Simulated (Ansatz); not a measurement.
CrCl₃⁻, relaxed as a quintet with UKS B3LYP-D4/def2-SVPD in Ansatz, starting from the B3LYP-D4/def2-SVP geometry of the neutral quartet. Force threshold 0.02 eV/Å.

Start:

```xyz
4

Cr    0.0202    0.0612   -0.0089
Cl    1.4958   -0.7173   -1.3506
Cl    0.4264    0.1385    2.0917
Cl   -1.9424    0.5176   -0.7322
```

```json
{"step": "1", "energy (eV)": "-65983.6881", "largest force component (eV/Å)": "2.357", "SCF passes": "299"}
{"step": "2", "energy (eV)": "-65984.2756", "largest force component (eV/Å)": "0.523", "SCF passes": "68"}
{"step": "3", "energy (eV)": "-65984.3347", "largest force component (eV/Å)": "0.122", "SCF passes": "108"}
{"step": "4", "energy (eV)": "-65984.3389", "largest force component (eV/Å)": "0.042", "SCF passes": "68"}
{"step": "5", "energy (eV)": "-65984.3416", "largest force component (eV/Å)": "0.050", "SCF passes": "74"}
{"step": "6", "energy (eV)": "-65984.3443", "largest force component (eV/Å)": "0.040", "SCF passes": "67"}
{"step": "7", "energy (eV)": "-65984.3450", "largest force component (eV/Å)": "0.004", "SCF passes": "62"}
```

Force components are those of the run's own axes.

End:

```xyz
4

Cr   -0.0333   -0.0100   -0.1472
Cl    1.8104   -0.7956   -1.3232
Cl    0.4336    0.1561    2.0957
Cl   -2.2108    0.6495   -0.6252
```

By distances, no bond broke or formed. The bond that changes most is Cr1–Cl4, from 2.14 to 2.32 Å (atoms count from 1).

No frequencies were taken in this run, so the end may be a saddle point.

Hardware: 2 threads of AMD EPYC 7R43 on a shared host. Wall time 2 min, peak host memory 0.63 GiB.
